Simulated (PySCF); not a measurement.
**[Mo(F)3(CH3)3] (charge 0, multiplicity 1)**

Method: TPSSh-D3(BJ)/def2-TZVP // BP86-D3(BJ)/def2-SVP in PySCF.

The HOMO is -7.82 eV and the dipole moment is 3.15 D. The HOMO–LUMO gap is 3.86 eV. The LUMO is -3.96 eV. The charge on the central atom (Mulliken) is 1.33 e. The total energy comes out as -487.7419 Ha and the cost is roughly 14 core-minutes.

```xyz
16

Mo     0.1256     0.0711     0.0264
F      1.8363     0.6230     0.5423
F      0.6592    -0.4350    -1.6930
F     -0.4195     1.7819    -0.4965
C      0.3913    -0.8121     1.9795
H     -0.4157    -1.4314     2.4033
H      0.5904     0.0682     2.6299
H      1.3326    -1.3968     1.8928
C     -1.8323     0.2857     0.9144
H     -2.2411    -0.5403     1.5184
H     -2.4873     0.4899     0.0386
H     -1.7624     1.2168     1.5174
C     -0.7278    -1.8970    -0.2258
H     -1.3233    -2.3332     0.5923
H      0.1596    -2.5313    -0.4443
H     -1.3329    -1.8187    -1.1549
```
Charge 0, spin multiplicity 1.
